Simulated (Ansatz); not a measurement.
```yaml
crystal:
  periodic: [false, false, false]
  atoms:
    - {symbol: N, position_ang: [-0.129184, 1.413538, 0.003148]}
    - {symbol: B, position_ang: [-0.267691, -0.124720, -0.277389]}
    - {symbol: N, position_ang: [0.593585, -1.247116, 0.402724]}
    - {symbol: Br, position_ang: [-1.780166, -0.753899, -1.731058]}
    - {symbol: H, position_ang: [-0.774089, 2.173884, -0.513867]}
    - {symbol: H, position_ang: [0.612788, 1.847224, 0.729112]}
    - {symbol: H, position_ang: [0.451013, -2.335025, 0.163018]}
    - {symbol: H, position_ang: [1.397008, -1.037951, 1.161929]}
basis:
  gaussian: {orbitals: cc-pVDZ}
total_charge: -3
magnetization: {spin_polarized: true, initial_magnetization: 1}
hamiltonian: {xc: {name: PBE0}, dispersion: d3bj}
accuracy: high
```

```sh
$ ansatz run in.yaml --threads 2 --pin off --events-out ev --progress --plain --max-ram 32768MiB --backend cpu
```

Shortened log:

```
Functional definition: PBE0
2008 factors; integrals over basis functions are off by at most 4.6e-9 eV
mean field evaluation 1: about -73727.6278 eV, gradient 3.3e1 eV
mean field evaluation 2: about -73697.2521 eV, gradient 7.4e1 eV
mean field evaluation 4: about -73734.3467 eV, gradient 9.2e0 eV
mean field evaluation 8: about -73735.1656 eV, gradient 1.0e0 eV
mean field evaluation 16: about -73735.2473 eV, gradient 1.0e-2 eV
mean field evaluation 32: about -73735.2473 eV, gradient 8.0e-7 eV
mean field -73735.26662357 eV, -2709.7210688572 hartree, gradient 8.6e-8 eV, S^2 1.474756; 15 other end points of the search recorded, 0 dependent functions left out
reference -73735.26662576 eV, -2709.7210689377 hartree; 31, 30 occupied and 58, 59 virtual orbitals, 2008 factors
Total energy: -73735.38968343 eV, -2709.7255912240 hartree
```

Something in this input is off. What?

The charge is far from anything that the molecule holds. The run converged. The result belongs to that input, not to the molecule as meant.
